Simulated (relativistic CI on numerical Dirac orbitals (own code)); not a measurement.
L2,3 absorption of manganese in several valence states

Computed multiplet spectra 2p⁶3dⁿ → 2p⁵3dⁿ⁺¹ (Dirac-Coulomb-Breit ions, Slater integrals scaled by 0.8, an assumed crystal field that grows with the charge, no charge transfer; 300 K; Lorentzian 0.4 eV and Gaussian 0.3 eV FWHM at both edges, so that L2 comes out sharper than in experiment). Peaks over 5 % are given in eV from the highest peak in the L3 region of each spectrum (height, largest 100). S of the lowest state is read from ⟨S²⟩, and the branching ratio is the share of L3, cut at the minimum between the edges.

Field parameters in Wybourne normalisation: Td as Oh with Dq negative (B⁴₀ = 21Dq, B⁴₄ = √(5/14) B⁴₀). The field is a parameter set, without covalency.

- Mn²⁺ (d5, Td, 10Dq = -6250 cm⁻¹): S = 2.50, high spin, branching ratio 0.76; peaks -1.7 (11), 0.0 (100), 1.2 (39), 3.7 (12), 9.7 (11), 10.5 (16), 12.1 (23)
- Mn⁴⁺ (d3, Td, 10Dq = -9850 cm⁻¹): S = 1.50, branching ratio 0.62; peaks -2.4 (19), 0.0 (100), 0.5 (99), 1.2 (75), 2.0 (60), 3.6 (28), 7.2 (33), 8.3 (28), 9.2 (35), 10.8 (42), 11.7 (42)
- Mn⁵⁺ (d2, Td, 10Dq = -11700 cm⁻¹): S = 1.00, branching ratio 0.51; peaks -2.4 (12), 0.0 (100), 2.1 (14), 3.1 (25), 6.7 (12), 8.3 (44), 8.9 (34), 11.0 (60)

Question: What spin state follows for Mn³⁺ in Td, 10Dq = -8050 cm⁻¹, and does its branching ratio lie nearer 2/3 or nearer 0.8?

Answer: Mn³⁺ (d4, Td, 10Dq = -8050 cm⁻¹): S = 2.00, high spin, branching ratio 0.67; peaks -4.3 (6), -3.3 (9), 0.0 (100), 0.7 (92), 5.1 (8), 6.5 (29), 7.7 (24), 9.1 (20), 11.1 (39). High-spin states, above all those with an unquenched orbital moment, raise the ratio above the statistical 2/3; low spin and nearly empty shells keep it near or below 2/3.

The centroid of the whole edge, which also moves with the branching ratio, lies at 645.3 (Mn²⁺), 648.3 (Mn³⁺), 652.4 (Mn⁴⁺), 657.8 (Mn⁵⁺) eV in this ionic model, in steps of 3.0 to 5.4 eV. Compounds show about 1 to 2 eV a unit and lower energies for the high valences, since ligands screen the charge. The multiplet shape follows the d count and the spin state, and so serves as a fingerprint of valence.
